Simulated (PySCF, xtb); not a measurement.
H4OSe2Si, SMILES O[SiH]([SeH])[SeH].

GFN2-xTB (xtb) at its own geometry gives an orbital gap of 3.80 eV and a dipole moment of 2.15 D.

Geometry: r2SCAN-D4/def2-SVP. This is a generated structure with no PubChem entry under its InChIKey; it may be hypothetical. The values are those of a single conformer.

What does ωB97X/def2-TZVP (PySCF) give? (An estimate is asked for; the answer gives what the named calculation found.)

gap 11.10 eV (levels -9.56 and 1.54 eV), dipole 0.74 D.
